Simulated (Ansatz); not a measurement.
```yaml
crystal:
  periodic: [false, false, false]
  atoms:
    - {symbol: F, position_ang: [-1.424521, -0.875192, 0.795891]}
    - {symbol: Nb, position_ang: [0.013340, -0.080928, -0.021047]}
    - {symbol: F, position_ang: [1.793974, -0.469802, 0.188262]}
    - {symbol: F, position_ang: [-0.038930, -1.489961, -1.237992]}
    - {symbol: Cl, position_ang: [-0.473721, 1.493292, -1.550651]}
    - {symbol: Cl, position_ang: [0.171959, 1.358491, 1.779434]}
basis:
  gaussian: {orbitals: STO-3G, final_grid: {core_spheres: 20, valence_spheres: 16, degree: 47}}
total_charge: 3
magnetization: {spin_polarized: true, initial_magnetization: 1}
hamiltonian: {xc: {name: wB97}}
accuracy: high
output: {forces: true}
```

```sh
$ ansatz run in.yaml --threads 4 --pin off --events-out ev --progress --plain --max-ram 10444MiB
```

It prints (some lines left out):

```
Functional definition: wB97
1302 factors; integrals over basis functions are off by at most 3.8e-8 eV
362 factors; integrals over basis functions are off by at most 1.6e-9 eV
mean field evaluation 1: about -133909.7891 eV, gradient 5.0e1 eV
mean field evaluation 2: about -133632.7111 eV, gradient 2.2e2 eV
mean field evaluation 4: about -133930.1847 eV, gradient 2.4e1 eV
mean field evaluation 8: about -133935.6294 eV, gradient 5.3e0 eV
mean field evaluation 16: about -133937.4163 eV, gradient 2.6e-1 eV
mean field evaluation 32: about -133937.6805 eV, gradient 1.0e0 eV
mean field evaluation 64: about -133937.6010 eV, gradient 1.7e-2 eV
mean field evaluation 128: about -133937.7056 eV, gradient 2.2e-1 eV
mean field evaluation 192: about -133937.6947 eV, gradient 2.1e-3 eV
mean field -133937.71445770 eV, -4922.1202200769 hartree, gradient 2.0e-8 eV, S^2 1.791773; 18 other end points of the search recorded, 0 dependent functions left out
reference -133937.71445717 eV, -4922.1202200574 hartree; 50, 49 occupied and 10, 11 virtual orbitals, 1302 factors
Total energy: -133937.71445717 eV, -4922.1202200574 hartree
Atom 0 at    -1.424521    -0.875192     0.795891 Å, force     2.948936     1.381635    -1.566617 eV/Å
Atom 1 at     0.013340    -0.080928    -0.021047 Å, force    -0.239358    -3.728243     4.938263 eV/Å
Atom 2 at     1.793974    -0.469802     0.188262 Å, force    -2.126293     0.004980    -0.298640 eV/Å
Atom 3 at    -0.038930    -1.489961    -1.237992 Å, force     0.201123    -3.203441    -2.621053 eV/Å
Atom 4 at    -0.473721     1.493292    -1.550651 Å, force    -1.078576     3.318225    -3.271912 eV/Å
Atom 5 at     0.171959     1.358491     1.779434 Å, force     0.294169     2.226844     2.819959 eV/Å
Dipole moment:    -0.006605     0.003308    -0.343052 e Å
```

In this input the charge is far from anything that the molecule holds. The calculation finished and met its thresholds. The result belongs to that input, not to the molecule as meant.
